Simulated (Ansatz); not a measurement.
**Molecular dynamics of H12OSi5**

The input (input.yaml):

```yaml
crystal:
  periodic: [false, false, false]
  atoms:
    - { symbol: Si, position_ang: [0.002109, -0.124106, 0.058368] }
    - { symbol: O, position_ang: [0.082187, -0.337793, 1.772077] }
    - { symbol: Si, position_ang: [-1.419751, -0.315854, 2.580205] }
    - { symbol: H, position_ang: [-2.360048, -1.277611, 2.027662] }
    - { symbol: H, position_ang: [-1.147132, -0.646378, 3.961321] }
    - { symbol: H, position_ang: [-2.048345, 0.99336, 2.51527] }
    - { symbol: Si, position_ang: [2.170493, -0.058668, -0.597285] }
    - { symbol: H, position_ang: [2.86619, -1.288561, -0.28821] }
    - { symbol: H, position_ang: [2.249643, 0.138379, -2.028389] }
    - { symbol: H, position_ang: [2.888754, 1.028381, 0.031079] }
    - { symbol: Si, position_ang: [-1.021143, 1.81663, -0.552827] }
    - { symbol: H, position_ang: [-2.45818, 1.755278, -0.395477] }
    - { symbol: H, position_ang: [-0.543474, 2.948903, 0.210616] }
    - { symbol: H, position_ang: [-0.752897, 2.087784, -1.948687] }
    - { symbol: Si, position_ang: [-1.049189, -1.870382, -0.96249] }
    - { symbol: H, position_ang: [-0.969656, -3.079273, -0.171454] }
    - { symbol: H, position_ang: [-2.449595, -1.601597, -1.209245] }
    - { symbol: H, position_ang: [-0.433567, -2.149093, -2.242033] }
basis:
  gaussian: { orbitals: STO-3G }
hamiltonian:
  xc: r2scan
  dispersion: d4
md:
  timestep: 0.5
  n_steps: 197
  ensemble: nvt_langevin
  temperature: 400.0
  initial_velocities: maxwell_boltzmann
  seed: 999965
  friction: 0.01
  masses: [{ species: H, mass: 2.014 }]
```

Command:

```bash
$ ansatz run input.yaml --threads 1 --pin off --max-ram 2048MiB --backend cpu --events-out ev --progress --plain --runs-dir out
```

It starts from a relaxed structure.

Output, in part (one step line in 2, the closing report, with atoms numbered from 0):

```
md step     0: t =     0.00 fs  T =   377.8 K  F+E_penalty+E_count = -41143.94936995 eV  E_kin = 0.878968 eV  (22 SCF iters)
md step     2: t =     1.00 fs  T =   358.8 K  F+E_penalty+E_count = -41143.91549523 eV  E_kin = 0.834712 eV  (23 SCF iters)
md step     4: t =     2.00 fs  T =   322.8 K  F+E_penalty+E_count = -41143.82172482 eV  E_kin = 0.751122 eV  (23 SCF iters)
md step     6: t =     3.00 fs  T =   272.2 K  F+E_penalty+E_count = -41143.70180265 eV  E_kin = 0.633306 eV  (20 SCF iters)
md step     8: t =     4.00 fs  T =   237.0 K  F+E_penalty+E_count = -41143.61185532 eV  E_kin = 0.551435 eV  (20 SCF iters)
md step    10: t =     5.00 fs  T =   215.8 K  F+E_penalty+E_count = -41143.57865153 eV  E_kin = 0.502212 eV  (20 SCF iters)
md step    12: t =     6.00 fs  T =   227.3 K  F+E_penalty+E_count = -41143.60132749 eV  E_kin = 0.528826 eV  (20 SCF iters)
md step    14: t =     7.00 fs  T =   257.9 K  F+E_penalty+E_count = -41143.63853581 eV  E_kin = 0.600133 eV  (20 SCF iters)
md step    16: t =     8.00 fs  T =   266.5 K  F+E_penalty+E_count = -41143.64574901 eV  E_kin = 0.620125 eV  (20 SCF iters)
md step    18: t =     9.00 fs  T =   246.2 K  F+E_penalty+E_count = -41143.59744600 eV  E_kin = 0.572882 eV  (19 SCF iters)
md step    20: t =    10.00 fs  T =   207.0 K  F+E_penalty+E_count = -41143.50162945 eV  E_kin = 0.481520 eV  (19 SCF iters)
md step    22: t =    11.00 fs  T =   173.1 K  F+E_penalty+E_count = -41143.39056271 eV  E_kin = 0.402743 eV  (19 SCF iters)
md step    24: t =    12.00 fs  T =   149.1 K  F+E_penalty+E_count = -41143.30763704 eV  E_kin = 0.347016 eV  (19 SCF iters)
md step    26: t =    13.00 fs  T =   134.9 K  F+E_penalty+E_count = -41143.28167354 eV  E_kin = 0.313911 eV  (19 SCF iters)
md step    28: t =    14.00 fs  T =   162.0 K  F+E_penalty+E_count = -41143.31538502 eV  E_kin = 0.377013 eV  (19 SCF iters)
md step    30: t =    15.00 fs  T =   213.0 K  F+E_penalty+E_count = -41143.38825835 eV  E_kin = 0.495493 eV  (19 SCF iters)
md step    32: t =    16.00 fs  T =   243.4 K  F+E_penalty+E_count = -41143.46218319 eV  E_kin = 0.566263 eV  (19 SCF iters)
md step    34: t =    17.00 fs  T =   286.7 K  F+E_penalty+E_count = -41143.50849707 eV  E_kin = 0.667120 eV  (20 SCF iters)
md step    36: t =    18.00 fs  T =   281.9 K  F+E_penalty+E_count = -41143.50337717 eV  E_kin = 0.655967 eV  (20 SCF iters)
md step    38: t =    19.00 fs  T =   251.6 K  F+E_penalty+E_count = -41143.45763602 eV  E_kin = 0.585354 eV  (20 SCF iters)
md step    40: t =    20.00 fs  T =   230.9 K  F+E_penalty+E_count = -41143.40600275 eV  E_kin = 0.537249 eV  (20 SCF iters)
md step    42: t =    21.00 fs  T =   226.4 K  F+E_penalty+E_count = -41143.39055235 eV  E_kin = 0.526737 eV  (19 SCF iters)
md step    44: t =    22.00 fs  T =   266.3 K  F+E_penalty+E_count = -41143.42697489 eV  E_kin = 0.619657 eV  (20 SCF iters)
md step    46: t =    23.00 fs  T =   305.0 K  F+E_penalty+E_count = -41143.50705862 eV  E_kin = 0.709701 eV  (20 SCF iters)
md step    48: t =    24.00 fs  T =   359.5 K  F+E_penalty+E_count = -41143.58921962 eV  E_kin = 0.836363 eV  (23 SCF iters)
md step    50: t =    25.00 fs  T =   360.7 K  F+E_penalty+E_count = -41143.61948214 eV  E_kin = 0.839161 eV  (23 SCF iters)
md step    52: t =    26.00 fs  T =   311.1 K  F+E_penalty+E_count = -41143.57910854 eV  E_kin = 0.723855 eV  (23 SCF iters)
md step    54: t =    27.00 fs  T =   273.6 K  F+E_penalty+E_count = -41143.48650048 eV  E_kin = 0.636649 eV  (20 SCF iters)
md step    56: t =    28.00 fs  T =   211.0 K  F+E_penalty+E_count = -41143.38888401 eV  E_kin = 0.490906 eV  (20 SCF iters)
md step    58: t =    29.00 fs  T =   189.8 K  F+E_penalty+E_count = -41143.32933687 eV  E_kin = 0.441692 eV  (19 SCF iters)
md step    60: t =    30.00 fs  T =   195.6 K  F+E_penalty+E_count = -41143.32420805 eV  E_kin = 0.454997 eV  (19 SCF iters)
md step    62: t =    31.00 fs  T =   225.7 K  F+E_penalty+E_count = -41143.36987515 eV  E_kin = 0.525228 eV  (20 SCF iters)
md step    64: t =    32.00 fs  T =   266.4 K  F+E_penalty+E_count = -41143.44156446 eV  E_kin = 0.619761 eV  (20 SCF iters)
md step    66: t =    33.00 fs  T =   302.3 K  F+E_penalty+E_count = -41143.49703518 eV  E_kin = 0.703364 eV  (23 SCF iters)
md step    68: t =    34.00 fs  T =   319.1 K  F+E_penalty+E_count = -41143.50928766 eV  E_kin = 0.742461 eV  (24 SCF iters)
md step    70: t =    35.00 fs  T =   291.8 K  F+E_penalty+E_count = -41143.46778938 eV  E_kin = 0.678821 eV  (23 SCF iters)
md step    72: t =    36.00 fs  T =   282.2 K  F+E_penalty+E_count = -41143.40930621 eV  E_kin = 0.656568 eV  (20 SCF iters)
md step    74: t =    37.00 fs  T =   299.5 K  F+E_penalty+E_count = -41143.36615578 eV  E_kin = 0.696830 eV  (20 SCF iters)
md step    76: t =    38.00 fs  T =   309.1 K  F+E_penalty+E_count = -41143.37622235 eV  E_kin = 0.719280 eV  (20 SCF iters)
md step    78: t =    39.00 fs  T =   321.7 K  F+E_penalty+E_count = -41143.44118267 eV  E_kin = 0.748494 eV  (20 SCF iters)
md step    80: t =    40.00 fs  T =   335.9 K  F+E_penalty+E_count = -41143.52753608 eV  E_kin = 0.781632 eV  (20 SCF iters)
md step    82: t =    41.00 fs  T =   359.5 K  F+E_penalty+E_count = -41143.60505689 eV  E_kin = 0.836409 eV  (23 SCF iters)
md step    84: t =    42.00 fs  T =   387.3 K  F+E_penalty+E_count = -41143.63639753 eV  E_kin = 0.901026 eV  (23 SCF iters)
md step    86: t =    43.00 fs  T =   377.8 K  F+E_penalty+E_count = -41143.60655021 eV  E_kin = 0.878967 eV  (23 SCF iters)
md step    88: t =    44.00 fs  T =   344.4 K  F+E_penalty+E_count = -41143.53327492 eV  E_kin = 0.801385 eV  (23 SCF iters)
md step    90: t =    45.00 fs  T =   315.5 K  F+E_penalty+E_count = -41143.45768351 eV  E_kin = 0.734171 eV  (19 SCF iters)
md step    92: t =    46.00 fs  T =   305.3 K  F+E_penalty+E_count = -41143.41033985 eV  E_kin = 0.710392 eV  (19 SCF iters)
md step    94: t =    47.00 fs  T =   300.0 K  F+E_penalty+E_count = -41143.39661641 eV  E_kin = 0.697998 eV  (19 SCF iters)
md step    96: t =    48.00 fs  T =   322.0 K  F+E_penalty+E_count = -41143.40507008 eV  E_kin = 0.749082 eV  (20 SCF iters)
md step    98: t =    49.00 fs  T =   321.5 K  F+E_penalty+E_count = -41143.41484959 eV  E_kin = 0.747938 eV  (19 SCF iters)
md step   100: t =    50.00 fs  T =   342.5 K  F+E_penalty+E_count = -41143.40856275 eV  E_kin = 0.796772 eV  (23 SCF iters)
md step   102: t =    51.00 fs  T =   338.0 K  F+E_penalty+E_count = -41143.37356370 eV  E_kin = 0.786414 eV  (23 SCF iters)
md step   104: t =    52.00 fs  T =   339.5 K  F+E_penalty+E_count = -41143.32161499 eV  E_kin = 0.790021 eV  (23 SCF iters)
md step   106: t =    53.00 fs  T =   316.1 K  F+E_penalty+E_count = -41143.26653664 eV  E_kin = 0.735373 eV  (23 SCF iters)
md step   108: t =    54.00 fs  T =   315.3 K  F+E_penalty+E_count = -41143.21814203 eV  E_kin = 0.733552 eV  (23 SCF iters)
md step   110: t =    55.00 fs  T =   308.0 K  F+E_penalty+E_count = -41143.18624859 eV  E_kin = 0.716523 eV  (23 SCF iters)
md step   112: t =    56.00 fs  T =   289.7 K  F+E_penalty+E_count = -41143.18294248 eV  E_kin = 0.673972 eV  (20 SCF iters)
md step   114: t =    57.00 fs  T =   314.4 K  F+E_penalty+E_count = -41143.21960440 eV  E_kin = 0.731475 eV  (24 SCF iters)
md step   116: t =    58.00 fs  T =   354.8 K  F+E_penalty+E_count = -41143.27277727 eV  E_kin = 0.825403 eV  (23 SCF iters)
md step   118: t =    59.00 fs  T =   348.4 K  F+E_penalty+E_count = -41143.30197525 eV  E_kin = 0.810604 eV  (23 SCF iters)
md step   120: t =    60.00 fs  T =   344.8 K  F+E_penalty+E_count = -41143.29876155 eV  E_kin = 0.802248 eV  (23 SCF iters)
md step   122: t =    61.00 fs  T =   345.5 K  F+E_penalty+E_count = -41143.27626678 eV  E_kin = 0.803824 eV  (23 SCF iters)
md step   124: t =    62.00 fs  T =   359.1 K  F+E_penalty+E_count = -41143.26139552 eV  E_kin = 0.835430 eV  (23 SCF iters)
md step   126: t =    63.00 fs  T =   353.3 K  F+E_penalty+E_count = -41143.27181530 eV  E_kin = 0.821920 eV  (23 SCF iters)
md step   128: t =    64.00 fs  T =   390.1 K  F+E_penalty+E_count = -41143.29282775 eV  E_kin = 0.907579 eV  (23 SCF iters)
md step   130: t =    65.00 fs  T =   391.9 K  F+E_penalty+E_count = -41143.32530802 eV  E_kin = 0.911788 eV  (23 SCF iters)
md step   132: t =    66.00 fs  T =   398.0 K  F+E_penalty+E_count = -41143.34826404 eV  E_kin = 0.925929 eV  (23 SCF iters)
md step   134: t =    67.00 fs  T =   408.7 K  F+E_penalty+E_count = -41143.35204656 eV  E_kin = 0.951011 eV  (23 SCF iters)
md step   136: t =    68.00 fs  T =   411.2 K  F+E_penalty+E_count = -41143.32302115 eV  E_kin = 0.956818 eV  (23 SCF iters)
md step   138: t =    69.00 fs  T =   371.0 K  F+E_penalty+E_count = -41143.26059773 eV  E_kin = 0.863226 eV  (23 SCF iters)
md step   140: t =    70.00 fs  T =   331.3 K  F+E_penalty+E_count = -41143.18963847 eV  E_kin = 0.770727 eV  (23 SCF iters)
md step   142: t =    71.00 fs  T =   308.5 K  F+E_penalty+E_count = -41143.14005041 eV  E_kin = 0.717860 eV  (20 SCF iters)
md step   144: t =    72.00 fs  T =   303.6 K  F+E_penalty+E_count = -41143.12392937 eV  E_kin = 0.706275 eV  (20 SCF iters)
md step   146: t =    73.00 fs  T =   326.3 K  F+E_penalty+E_count = -41143.14525432 eV  E_kin = 0.759186 eV  (20 SCF iters)
md step   148: t =    74.00 fs  T =   344.0 K  F+E_penalty+E_count = -41143.19156167 eV  E_kin = 0.800368 eV  (22 SCF iters)
md step   150: t =    75.00 fs  T =   369.8 K  F+E_penalty+E_count = -41143.24015293 eV  E_kin = 0.860290 eV  (22 SCF iters)
md step   152: t =    76.00 fs  T =   396.2 K  F+E_penalty+E_count = -41143.26507503 eV  E_kin = 0.921878 eV  (23 SCF iters)
md step   154: t =    77.00 fs  T =   414.8 K  F+E_penalty+E_count = -41143.25573852 eV  E_kin = 0.965187 eV  (23 SCF iters)
md step   156: t =    78.00 fs  T =   390.3 K  F+E_penalty+E_count = -41143.20408622 eV  E_kin = 0.908190 eV  (25 SCF iters)
md step   158: t =    79.00 fs  T =   391.3 K  F+E_penalty+E_count = -41143.15178974 eV  E_kin = 0.910347 eV  (25 SCF iters)
md step   160: t =    80.00 fs  T =   391.7 K  F+E_penalty+E_count = -41143.13901149 eV  E_kin = 0.911419 eV  (25 SCF iters)
md step   162: t =    81.00 fs  T =   410.1 K  F+E_penalty+E_count = -41143.16101390 eV  E_kin = 0.954172 eV  (25 SCF iters)
md step   164: t =    82.00 fs  T =   436.3 K  F+E_penalty+E_count = -41143.20269409 eV  E_kin = 1.015089 eV  (25 SCF iters)
md step   166: t =    83.00 fs  T =   446.6 K  F+E_penalty+E_count = -41143.24676026 eV  E_kin = 1.039105 eV  (25 SCF iters)
md step   168: t =    84.00 fs  T =   464.1 K  F+E_penalty+E_count = -41143.27662483 eV  E_kin = 1.079743 eV  (26 SCF iters)
md step   170: t =    85.00 fs  T =   475.3 K  F+E_penalty+E_count = -41143.27339115 eV  E_kin = 1.105826 eV  (26 SCF iters)
md step   172: t =    86.00 fs  T =   464.9 K  F+E_penalty+E_count = -41143.23787491 eV  E_kin = 1.081785 eV  (26 SCF iters)
md step   174: t =    87.00 fs  T =   440.8 K  F+E_penalty+E_count = -41143.17837951 eV  E_kin = 1.025572 eV  (26 SCF iters)
md step   176: t =    88.00 fs  T =   408.4 K  F+E_penalty+E_count = -41143.11359818 eV  E_kin = 0.950226 eV  (24 SCF iters)
md step   178: t =    89.00 fs  T =   366.0 K  F+E_penalty+E_count = -41143.07637704 eV  E_kin = 0.851497 eV  (26 SCF iters)
md step   180: t =    90.00 fs  T =   374.6 K  F+E_penalty+E_count = -41143.08003861 eV  E_kin = 0.871529 eV  (26 SCF iters)
md step   182: t =    91.00 fs  T =   405.1 K  F+E_penalty+E_count = -41143.12962313 eV  E_kin = 0.942643 eV  (26 SCF iters)
md step   184: t =    92.00 fs  T =   422.6 K  F+E_penalty+E_count = -41143.19124105 eV  E_kin = 0.983266 eV  (26 SCF iters)
md step   186: t =    93.00 fs  T =   432.8 K  F+E_penalty+E_count = -41143.21949885 eV  E_kin = 1.007020 eV  (25 SCF iters)
md step   188: t =    94.00 fs  T =   423.5 K  F+E_penalty+E_count = -41143.18916523 eV  E_kin = 0.985455 eV  (25 SCF iters)
md step   190: t =    95.00 fs  T =   380.6 K  F+E_penalty+E_count = -41143.10512880 eV  E_kin = 0.885646 eV  (25 SCF iters)
md step   192: t =    96.00 fs  T =   339.7 K  F+E_penalty+E_count = -41143.01046183 eV  E_kin = 0.790321 eV  (25 SCF iters)
md step   194: t =    97.00 fs  T =   333.7 K  F+E_penalty+E_count = -41142.95699471 eV  E_kin = 0.776326 eV  (25 SCF iters)
md step   196: t =    98.00 fs  T =   347.8 K  F+E_penalty+E_count = -41142.95335336 eV  E_kin = 0.809253 eV  (20 SCF iters)
md step   197: t =    98.50 fs  T =   356.4 K  F+E_penalty+E_count = -41142.97004808 eV  E_kin = 0.829200 eV  (23 SCF iters)
Total energy: -41142.97005840 eV, -1511.9762619394 hartree
Atom 0 at    -0.068324    -0.117857     0.177821 Å, force    -0.251845     0.494524    -1.243449 eV/Å
Atom 1 at    -0.074747    -0.322443     1.796612 Å, force     0.077972    -0.265908     2.848337 eV/Å
Atom 2 at    -1.297214    -0.467968     2.933752 Å, force    -1.111734    -1.855331     1.069090 eV/Å
Atom 3 at    -1.483449    -1.932809     3.383373 Å, force     0.717742     1.680916    -0.581873 eV/Å
Atom 4 at    -0.977925     0.333444     4.115012 Å, force     0.234446    -0.195863    -0.367209 eV/Å
Atom 5 at    -2.704673    -0.150237     2.643335 Å, force     0.566200     0.342477    -0.585254 eV/Å
Atom 6 at     2.097891     0.015887    -0.435066 Å, force     1.078780    -0.834928     3.208727 eV/Å
Atom 7 at     2.840081    -1.249246    -0.145202 Å, force    -0.587141     0.902460    -0.406841 eV/Å
Atom 8 at     2.173714     0.308229    -1.778395 Å, force     0.305188     0.514635    -1.964690 eV/Å
Atom 9 at     2.770654     1.052693     0.401173 Å, force    -0.429601    -0.579575    -0.847682 eV/Å
Atom 10 at    -1.001801     1.903052    -0.235223 Å, force     1.396811     0.490452     0.190651 eV/Å
Atom 11 at    -2.270920     1.848003    -0.800540 Å, force    -1.417448    -0.071457    -0.861953 eV/Å
Atom 12 at    -1.203641     2.542286     1.045947 Å, force     0.161226     0.119382     0.026448 eV/Å
Atom 13 at    -0.127427     2.749437    -1.065184 Å, force    -0.453768    -0.314573     0.367161 eV/Å
Atom 14 at    -0.936797    -1.891754    -0.861431 Å, force    -0.473227     1.059771    -3.376818 eV/Å
Atom 15 at    -0.367519    -3.114905    -0.469410 Å, force     0.103017    -1.070570     0.653683 eV/Å
Atom 16 at    -2.391185    -1.928639    -1.113828 Å, force     0.631964    -0.201832     0.575880 eV/Å
Atom 17 at    -0.387171    -1.718855    -2.263184 Å, force    -0.548581    -0.214581     1.295791 eV/Å
Dipole moment:    -0.074831     0.040204    -0.089835 e Å
```

The run went to its last step. A run of 0.099 ps of so small a system gives no equilibrium averages. Limits of this set-up: minimal basis.

The same pairs are bonded in the first frame and the last. Pairs count as bonded within 1.25 times the sum of covalent radii (0.12 Å more for H–H).

Last frame:

```xyz
18
Properties=species:S:1:pos:R:3
Si -0.068 -0.118 0.178
O -0.075 -0.322 1.797
Si -1.297 -0.468 2.934
H -1.483 -1.933 3.383
H -0.978 0.333 4.115
H -2.705 -0.150 2.643
Si 2.098 0.016 -0.435
H 2.840 -1.249 -0.145
H 2.174 0.308 -1.778
H 2.771 1.053 0.401
Si -1.002 1.903 -0.235
H -2.271 1.848 -0.800
H -1.204 2.542 1.046
H -0.127 2.749 -1.065
Si -0.937 -1.892 -0.861
H -0.367 -3.115 -0.469
H -2.391 -1.929 -1.114
H -0.387 -1.719 -2.263
```

The run took 53 min on 1 thread of Intel(R) Xeon(R) Processor @ 2.50GHz (Skylake/Cascade Lake) (shared host), peak memory 0.18 GiB.
